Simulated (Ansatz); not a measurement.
C$_{4}$H$_{7}$Cl$_{3}$Si$_{2}$ (`C=C[SiH](Cl)/C=C\[SiH](Cl)Cl`). The species carries charge 0 and has multiplicity 1.

```xyz
16

C     1.180    0.232   -1.810
C     1.399    1.131   -0.853
Si    0.099    1.693    0.339
Cl    0.878    1.631    2.250
C    -1.445    0.648    0.232
C    -1.560   -0.667    0.447
Si   -0.216   -1.841    0.944
Cl   -0.015   -3.238   -0.545
Cl   -0.809   -2.800    2.650
H     1.958   -0.066   -2.507
H     0.215   -0.250   -1.938
H     2.388    1.579   -0.774
H    -0.276    3.108    0.103
H    -2.350    1.190   -0.049
H    -2.543   -1.128    0.333
H     1.097   -1.223    1.178
```

Q: List the harmonic frequencies (cm⁻¹, unscaled) at PBE0-D4/def2-TZVP in Ansatz. (Best estimate.)

A: Ansatz gave: 23, 51, 68, 85, 104, 137, 162, 180, 194, 244, 321, 399, 449, 507, 538, 558, 578, 641, 668, 702, 741, 791, 795, 821, 851, 1018, 1019, 1042, 1045, 1171, 1288, 1350, 1441, 1636, 1667, 2239, 2310, 3103, 3125, 3136, 3147, 3223.

Q: Is this a minimum?

A: Yes, all 42 modes are real.

Q: Give the ideal-gas thermochemistry at 298.15 K and 1 bar (rigid rotor, harmonic oscillator; point group C1, symmetry number 1).

A: Zero-point energy 260.6 kJ/mol; H(298) − E = 295.9 kJ/mol; entropy 485.3 J/(mol·K), of which translation 176.0, rotation 133.4, vibration 175.9; G(298) − E = 151.2 kJ/mol. Modes under 100 cm⁻¹ are hindered rotations or soft bends, so the harmonic entropy is rough.

Q: Rotational constants (cm⁻¹)?

A: 0.03139, 0.01636, 0.01267.
